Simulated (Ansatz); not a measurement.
Steps of a relaxation of `CCN(C)[SiH3]` with RKS PBE0-D4/def2-TZVP.

```sh
$ ansatz run in.yaml --threads 4 --pin off --events-out ev --progress --plain --max-ram 11315MiB
```

```yaml
crystal:
  periodic: [false, false, false]
  atoms:
    - {symbol: C, position_ang: [0.238861, -1.677813, -0.942853]}
    - {symbol: C, position_ang: [0.953017, -0.634435, -0.073316]}
    - {symbol: N, position_ang: [0.162380, 0.541333, 0.274023]}
    - {symbol: C, position_ang: [-0.079924, 1.476719, -0.809521]}
    - {symbol: Si, position_ang: [-0.842622, 0.557297, 1.706531]}
    - {symbol: H, position_ang: [-0.094889, -1.246763, -1.908993]}
    - {symbol: H, position_ang: [-0.656828, -2.081733, -0.426777]}
    - {symbol: H, position_ang: [0.912377, -2.528937, -1.173680]}
    - {symbol: H, position_ang: [1.295909, -1.115242, 0.869113]}
    - {symbol: H, position_ang: [1.878284, -0.291217, -0.595733]}
    - {symbol: H, position_ang: [-0.752262, 1.087870, -1.614108]}
    - {symbol: H, position_ang: [0.881709, 1.762551, -1.297744]}
    - {symbol: H, position_ang: [-0.542389, 2.407389, -0.418842]}
    - {symbol: H, position_ang: [-0.094174, -0.176392, 2.787034]}
    - {symbol: H, position_ang: [-1.077411, 1.995869, 2.085790]}
    - {symbol: H, position_ang: [-2.204836, -0.099198, 1.583377]}
basis:
  gaussian: {orbitals: def2-TZVP}
hamiltonian: {xc: pbe0, dispersion: d4}
relax: {f_tol: 0.005, max_steps: 150}
```

Positions (Å) and forces (eV/Å) along the path, 8 of 8 steps:

```xyz
16
step=1 energy=-12651.3086 eV
C     0.239   -1.678   -0.943   -0.170   -0.123   -0.144
C     0.953   -0.634   -0.073    0.295   -0.006    0.078
N     0.162    0.541    0.274   -0.356   -0.096    0.298
C    -0.080    1.477   -0.810   -0.029    0.189   -0.269
Si   -0.843    0.557    1.707    0.298    0.004   -0.359
H    -0.095   -1.247   -1.909    0.173   -0.188    0.476
H    -0.657   -2.082   -0.427    0.436    0.206   -0.234
H     0.912   -2.529   -1.174   -0.299    0.427    0.134
H     1.296   -1.115    0.869   -0.204    0.241   -0.451
H     1.878   -0.291   -0.596   -0.470   -0.152    0.242
H    -0.752    1.088   -1.614    0.339    0.153    0.457
H     0.882    1.763   -1.298   -0.472   -0.161    0.283
H    -0.542    2.407   -0.419    0.239   -0.486   -0.164
H    -0.094   -0.176    2.787   -0.156    0.156   -0.240
H    -1.077    1.996    2.086    0.046   -0.320   -0.097
H    -2.205   -0.099    1.583    0.328    0.156   -0.010
16
step=2 energy=-12651.3738 eV
C     0.233   -1.658   -0.938   -0.026   -0.046   -0.046
C     0.951   -0.631   -0.068    0.068    0.013    0.023
N     0.165    0.538    0.278   -0.217   -0.040    0.270
C    -0.083    1.460   -0.806   -0.010    0.065   -0.095
Si   -0.831    0.554    1.697    0.231    0.012   -0.310
H    -0.089   -1.224   -1.893    0.053   -0.059    0.140
H    -0.656   -2.052   -0.430    0.129    0.063   -0.065
H     0.898   -2.502   -1.165   -0.094    0.114    0.029
H     1.282   -1.111    0.865   -0.053    0.065   -0.143
H     1.867   -0.291   -0.584   -0.136   -0.055    0.076
H    -0.749    1.062   -1.592    0.107    0.053    0.141
H     0.868    1.743   -1.289   -0.146   -0.044    0.077
H    -0.543    2.379   -0.421    0.068   -0.135   -0.056
H    -0.090   -0.174    2.766   -0.048    0.038   -0.043
H    -1.070    1.979    2.067    0.004   -0.073   -0.006
H    -2.177   -0.096    1.558    0.070    0.029    0.008
16
step=3 energy=-12651.3818 eV
C     0.234   -1.653   -0.939   -0.009    0.010    0.004
C     0.948   -0.630   -0.066    0.020    0.000   -0.007
N     0.163    0.537    0.281   -0.051   -0.023    0.056
C    -0.085    1.455   -0.804    0.005    0.012   -0.017
Si   -0.823    0.555    1.689    0.047   -0.001   -0.049
H    -0.081   -1.218   -1.889   -0.003    0.003   -0.013
H    -0.654   -2.043   -0.436   -0.012   -0.005    0.002
H     0.894   -2.494   -1.163    0.006   -0.002    0.002
H     1.274   -1.111    0.862    0.002   -0.005    0.011
H     1.861   -0.292   -0.575    0.011    0.005   -0.001
H    -0.750    1.055   -1.582   -0.007   -0.008   -0.003
H     0.859    1.734   -1.287    0.009    0.002   -0.003
H    -0.542    2.372   -0.423   -0.004    0.009    0.004
H    -0.091   -0.170    2.760    0.005   -0.002    0.011
H    -1.066    1.974    2.063   -0.004    0.007    0.003
H    -2.164   -0.094    1.552   -0.013   -0.002    0.000
16
step=4 energy=-12651.3820 eV
C     0.234   -1.651   -0.940    0.003    0.000   -0.002
C     0.948   -0.630   -0.065    0.001    0.000   -0.005
N     0.161    0.535    0.281   -0.012   -0.005    0.012
C    -0.086    1.454   -0.804    0.001    0.006   -0.009
Si   -0.822    0.555    1.689    0.006    0.004   -0.005
H    -0.078   -1.215   -1.892    0.001    0.000   -0.001
H    -0.656   -2.040   -0.440    0.000    0.002    0.001
H     0.894   -2.494   -1.163    0.001   -0.004   -0.002
H     1.272   -1.113    0.863   -0.001   -0.002    0.001
H     1.863   -0.292   -0.572    0.002    0.000    0.001
H    -0.751    1.053   -1.581   -0.001   -0.002    0.001
H     0.859    1.731   -1.288    0.001   -0.001    0.001
H    -0.543    2.371   -0.424   -0.001    0.001    0.001
H    -0.089   -0.168    2.762    0.000    0.000    0.002
H    -1.065    1.975    2.062    0.000    0.003    0.001
H    -2.164   -0.093    1.554   -0.003   -0.003    0.003
16
step=5 energy=-12651.3821 eV
C     0.236   -1.651   -0.943    0.002   -0.001   -0.002
C     0.947   -0.631   -0.064   -0.002    0.001    0.001
N     0.158    0.534    0.281    0.005   -0.002   -0.010
C    -0.088    1.452   -0.804   -0.001    0.000   -0.001
Si   -0.821    0.557    1.691   -0.009   -0.001    0.012
H    -0.071   -1.214   -1.896    0.002   -0.001    0.002
H    -0.657   -2.039   -0.447    0.002    0.002   -0.001
H     0.895   -2.494   -1.163   -0.001    0.000    0.000
H     1.268   -1.115    0.864   -0.002    0.000   -0.002
H     1.863   -0.292   -0.568   -0.001    0.000    0.001
H    -0.754    1.051   -1.581    0.002    0.001    0.001
H     0.857    1.729   -1.288   -0.001   -0.001    0.001
H    -0.544    2.370   -0.424    0.001   -0.002    0.000
H    -0.087   -0.165    2.764    0.001    0.002   -0.002
H    -1.063    1.977    2.063    0.002   -0.001   -0.002
H    -2.163   -0.092    1.560    0.002    0.001    0.002
16
step=6 energy=-12651.3822 eV
C     0.240   -1.650   -0.950    0.000   -0.001   -0.001
C     0.944   -0.634   -0.062   -0.008    0.004    0.005
N     0.153    0.530    0.282    0.014    0.002   -0.026
C    -0.092    1.449   -0.805   -0.002   -0.010    0.013
Si   -0.819    0.560    1.695   -0.014    0.004    0.017
H    -0.057   -1.211   -1.906    0.002   -0.001    0.005
H    -0.660   -2.036   -0.464    0.004    0.002   -0.003
H     0.899   -2.495   -1.165   -0.002    0.003    0.000
H     1.258   -1.121    0.867   -0.002    0.001   -0.003
H     1.864   -0.293   -0.558   -0.002   -0.002    0.001
H    -0.758    1.048   -1.581    0.002    0.003   -0.001
H     0.854    1.723   -1.288   -0.001    0.000    0.000
H    -0.546    2.367   -0.425    0.001   -0.002   -0.001
H    -0.080   -0.155    2.770   -0.003    0.000   -0.005
H    -1.060    1.982    2.061    0.002   -0.003   -0.003
H    -2.164   -0.088    1.575    0.008    0.000    0.002
16
step=7 energy=-12651.3822 eV
C     0.242   -1.648   -0.956    0.000   -0.001   -0.001
C     0.942   -0.636   -0.060   -0.007    0.003    0.004
N     0.149    0.527    0.281    0.006    0.008   -0.015
C    -0.095    1.446   -0.805    0.001   -0.008    0.012
Si   -0.818    0.564    1.699   -0.007   -0.010    0.008
H    -0.045   -1.207   -1.914    0.002   -0.002    0.006
H    -0.662   -2.033   -0.478    0.005    0.002   -0.002
H     0.901   -2.494   -1.167   -0.002    0.001    0.000
H     1.248   -1.126    0.869   -0.002    0.001   -0.004
H     1.865   -0.294   -0.548   -0.002   -0.003    0.001
H    -0.761    1.045   -1.582    0.001    0.002   -0.001
H     0.852    1.719   -1.289   -0.001    0.001   -0.001
H    -0.548    2.365   -0.426    0.000   -0.002   -0.002
H    -0.075   -0.148    2.773    0.003    0.005   -0.001
H    -1.058    1.987    2.058    0.000   -0.004   -0.001
H    -2.161   -0.089    1.589    0.001    0.006   -0.002
16
step=8 energy=-12651.3823 eV
C     0.243   -1.648   -0.958   -0.002    0.001    0.000
C     0.940   -0.637   -0.060    0.001    0.000    0.002
N     0.148    0.527    0.281   -0.001    0.002   -0.004
C    -0.095    1.445   -0.805    0.001   -0.002    0.004
Si   -0.818    0.564    1.700    0.000    0.000    0.001
H    -0.042   -1.206   -1.916    0.000   -0.001    0.002
H    -0.663   -2.033   -0.482    0.002    0.000   -0.001
H     0.902   -2.494   -1.168    0.000    0.001    0.000
H     1.245   -1.128    0.870    0.000    0.001   -0.001
H     1.865   -0.296   -0.546   -0.001   -0.001    0.001
H    -0.761    1.045   -1.582    0.000    0.000    0.000
H     0.851    1.718   -1.288    0.000    0.001   -0.001
H    -0.549    2.364   -0.426    0.000    0.000   -0.001
H    -0.071   -0.143    2.775   -0.001   -0.001   -0.001
H    -1.059    1.988    2.057    0.000    0.000   -0.001
H    -2.160   -0.089    1.592    0.001   -0.001    0.000
```

Run time 43 s (4 threads of an Arm Neoverse V1 on a shared host); peak host memory 0.66 GiB.
